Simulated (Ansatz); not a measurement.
`[SiH3]CCCl` + `OP[SiH3]` → `OP([SiH3])[SiH3]` + `CCCl`  (ligand exchange at the Si–C bond)

Gas-phase electronic energies from Ansatz, PBE0-D4/def2-TZVP geometries. CCSD(T)/CBS adds triple-zeta CCSD(T) − MP2 to the extrapolated MP2 energy (def2 sets, frozen cores). DFT in def2-TZVPP. Each species was taken in one conformer, which may not be the lowest.

CCSD(T)/CBS gives -28.0 kJ/mol.

(1) Another level gave -23.0 kJ/mol. Which?
A. r2SCAN/def2-TZVPP
B. PBE-D4/def2-TZVPP
C. SCS-MP2/def2-TZVPP
D. ωB97X-V/def2-TZVPP

Largest T1 diagnostic among the species: 0.014.

## Answers

(1) C. SCS-MP2/def2-TZVPP -23.0, ωB97X-V -27.5, r2SCAN -32.2, PBE-D4 -37.1 kJ/mol.

The D4 term adds −4.4 kJ/mol with B3LYP and −2.3 kJ/mol with PBE0; it sums over pairs of atoms, weighted by their polarisabilities, and B3LYP, whose exchange is more repulsive, gets the larger term. In def2-TZVPP, CCSD(T) changes the Hartree–Fock value by −5.6 kJ/mol (the triples alone add −1.9 kJ/mol) and MP2 by −5.5 kJ/mol.

CCSD(T)/CBS has its own doubt, a few kJ/mol and more with outer-core shells, so smaller differences from it don't rank the levels.

B3LYP here is the variant with VWN-RPA as its local correlation; programs differ in this.
